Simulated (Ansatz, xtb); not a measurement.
**C5H6O2: which of two isomers lies lower**

We compare I, `C=C[C@@H]1COC1=O`, a singlet, with II, `CC(=O)CC=C=O`, a singlet. Both are isolated molecules in the gas phase, relaxed with r2SCAN-D4/def2-SVP; the shapes shown needn't be the lowest conformers.

I (Å):

```csv
atom,x (Å),y (Å),z (Å)
C,0.2072,-1.7915,1.3759
C,-0.4830,-2.7151,0.6986
C,-1.4867,-2.4096,-0.3602
C,-2.8024,-3.2100,-0.3967
C,-1.2765,-3.0789,-1.7369
O,-2.4805,-3.7272,-1.7229
O,-0.4371,-3.1083,-2.5785
H,0.9485,-2.0735,2.1286
H,0.0590,-0.7216,1.1936
H,-0.3062,-3.7809,0.8987
H,-1.6264,-1.3217,-0.4742
H,-2.8766,-4.0312,0.3324
H,-3.7332,-2.6248,-0.4176
```

II (Å):

```tsv
atom	x (Å)	y (Å)	z (Å)
C	-1.2156	-4.0266	-0.9934
C	-0.9400	-2.5693	-1.2818
C	-1.5172	-1.5771	-0.2793
C	-1.0321	-0.1832	-0.5575
C	-1.1895	0.8474	0.2470
O	-0.2982	-2.2112	-2.2441
O	-1.3228	1.7665	0.9581
H	-0.4993	-4.3736	-0.2290
H	-1.0673	-4.6226	-1.9031
H	-2.2256	-4.1844	-0.5858
H	-1.2737	-1.9322	0.7395
H	-2.6200	-1.6728	-0.3601
H	-0.5034	-0.0172	-1.5055
```

Quicker runs give these differences E(II) − E(I): GFN2-xTB +7.80 kJ/mol; HF/STO-3G +62.57 kJ/mol (at GFN2-xTB geometries); r2SCAN-D4/def2-SVP//GFN2-xTB −25.01 kJ/mol.

Problem. Which of the two would you expect CCSD(T)/def2-SVP + ΔMP2/def2-TZVPP electronic energies to favour?

Solution. Too close to call at this level: CCSD(T)/def2-SVP + ΔMP2/def2-TZVPP gives E(II) − E(I) = −1.26 kJ/mol.

How the difference moves with the method:

| level | geometry | E(II) − E(I) (kJ/mol) | departure from the last row (kJ/mol) | job, with rough time for the two |
| --- | --- | --- | --- | --- |
| GFN2-xTB | GFN2-xTB | +7.80 | +9.07 | optimisation, 0.33 s |
| HF/STO-3G | GFN2-xTB | +62.57 | +63.83 | single point, 0.88 s |
| r2SCAN-D4/def2-SVP//GFN2-xTB | GFN2-xTB | −25.01 | −23.75 | single point, 5.4 s |
| r2SCAN-D4/def2-SVP | r2SCAN-D4/def2-SVP | −18.39 | −17.13 | optimisation, 1.8 min |
| HF/def2-SVP | r2SCAN-D4/def2-SVP | −19.47 | −18.21 | part of the CCSD(T) run |
| MP2/def2-SVP | r2SCAN-D4/def2-SVP | −22.25 | −20.99 | part of the CCSD(T) run |
| CCSD(T)/def2-SVP | r2SCAN-D4/def2-SVP | −15.19 | −13.93 | single point |
| CCSD(T)/def2-SVP + ΔMP2/def2-TZVPP | r2SCAN-D4/def2-SVP | −1.26 |  | single point, 75 s |

As drawn, II has 1 C=O in place of 2 C–O. Structure I has a 4-membered ring, II no ring.

The largest departure from CCSD(T)/def2-SVP + ΔMP2/def2-TZVPP is that of HF/STO-3G, 63.83 kJ/mol. The last row adds to CCSD(T) the change of the MP2 difference between the two basis sets, here +13.93 kJ/mol, a large step that makes the value less sure.

With thermal terms from frequencies at re-optimised GFN2-xTB minima (ideal gas, soft modes damped towards free rotors, one conformer each, 298.15 K, 1 atm): on the last row, ΔE + ΔZPE = −8.72, ΔH = −4.67, ΔG = −14.20 kJ/mol.

The correlated steps freeze 7 core orbitals. Mirror images aren't counted in ΔG. Codes used: Ansatz 0.2.0, xtb 6.7.1; the last row on 2 threads of Intel(R) Xeon(R) Processor @ 2.70GHz on a shared host.
